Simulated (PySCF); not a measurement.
Computed IR spectrum (relative IR intensity) of a molecule C3H6BFO. The structure is a stationary point at PBE-D3(BJ)/def2-SVP. One conformer was computed; it need not be the lowest. Method: PySCF with PBE-D3(BJ)/def2-SVP. Frequencies are harmonic and unscaled.

ν (cm⁻¹): 49 (w), 151 (w), 157 (vw), 577 (w), 783 (vw), 810 (w), 931 (w), 937 (s), 948 (m), 1036 (w), 1061 (vs), 1151 (s), 1223 (vs), 1299 (m), 1352 (m), 1378 (s), 1397 (s), 1450 (m), 2924 (m), 2965 (m), 2982 (s), 3025 (vw), 3046 (m), 3086 (w) (against the strongest line: vs over 80 %, s over 45 %, m over 15 %, w over 4 %, vw less)

Identify the compound among the candidates.
(A) FB1CCOC1
(B) C=COB(C)F
(C) CB(O)/C=C/F
(D) FCB1CCO1

D, FCB1CCO1
